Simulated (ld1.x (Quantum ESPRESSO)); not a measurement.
# iridium PAW: all-electron and pseudo phase curves

Ir (Z = 77), PAW, made with ld1.x (Quantum ESPRESSO) 7.5 (PW91, fully relativistic). Core [Kr] 4d10 4f14, reference 5s2 5p6 5d7 6s2 6p0. Waves: 5s (bound): rcut 1.25, rcutus 1.35 bohr; 6s (bound): rcut 1.25, rcutus 1.35 bohr; 5p (bound): rcut 1.80, rcutus 1.95 bohr; 6p (bound, empty): rcut 1.80, rcutus 1.95 bohr; 5d (bound): rcut 2.30, rcutus 2.45 bohr; 5d channel at 1.3 Ry: rcut 2.30, rcutus 2.45 bohr. Local part: all-electron potential smoothed inside 1.30 bohr (lloc = -1). Core correction: Bessel-smoothed model core inside 1.36 bohr. Augmentation charge: BG, radius 0.95 bohr.

Open shells are filled in proportion to 2j + 1 (rel_dist='average').

The phase is arctan(r·u′/u) with u = r·R(r), unwrapped; energies in Ry, scanned from -9 to 5 Ry. A pole is an energy at which the radial function vanishes at the test radius. The pseudo phase is shifted by a multiple of π to meet the all-electron one at the reference energy, and phase errors are pseudo minus all-electron; the curves can meet again beyond the range given. Levels narrower than the energy grid can be missing from the lists of poles.

```csv
channel,radius (bohr),reference energy (Ry),"poles, all-electron","poles, pseudo",unbroken range about the reference energy with phases within 0.05 rad,phase error 1 Ry above the reference energy (rad)
p1/2,2.65,-0.13,"-4.72, 2.79","-4.72, 2.58",-6.6 to 3.8,-0.011
p3/2,2.65,-0.08,"-3.70, 3.44","-3.70, 3.19",below 4.5,-0.011
d3/2,2.65,-0.59,-0.22,"-0.30, 3.38",-0.6 to -0.5,-0.038
d5/2,2.65,-0.49,-0.09,"-0.16, 3.54",-0.5 to 1.8,-0.018
```

The ghost test of this file was not conclusive.

Phases in the d5/2 channel:

| E (Ry) | all-electron | pseudo |
| --- | --- | --- |
| -9.00 | 1.444 | 1.448 |
| -8.52 | 1.441 | 1.445 |
| -8.04 | 1.437 | 1.441 |
| -7.56 | 1.433 | 1.438 |
| -7.08 | 1.428 | 1.433 |
| -6.60 | 1.423 | 1.429 |
| -6.12 | 1.417 | 1.424 |
| -5.64 | 1.410 | 1.419 |
| -5.16 | 1.403 | 1.412 |
| -4.68 | 1.394 | 1.405 |
| -4.20 | 1.383 | 1.397 |
| -3.72 | 1.370 | 1.387 |
| -3.24 | 1.354 | 1.376 |
| -2.76 | 1.333 | 1.361 |
| -2.28 | 1.302 | 1.341 |
| -1.80 | 1.251 | 1.310 |
| -1.32 | 1.144 | 1.257 |
| -0.84 | 0.649 | 1.161 |
| -0.36 | -1.347 | -1.378 |
| 0.12 | -1.651 | -1.684 |
| 0.60 | -1.766 | -1.781 |
| 1.08 | -1.865 | -1.868 |
| 1.56 | -2.003 | -2.010 |
| 2.04 | -2.275 | -2.455 |
| 2.52 | -2.977 | -4.017 |
| 3.00 | -3.911 | -4.547 |
| 3.48 | -4.309 | -4.699 |
| 3.96 | -4.475 | -4.779 |
| 4.44 | -4.565 | -4.838 |
| 4.92 | -4.622 | -4.891 |
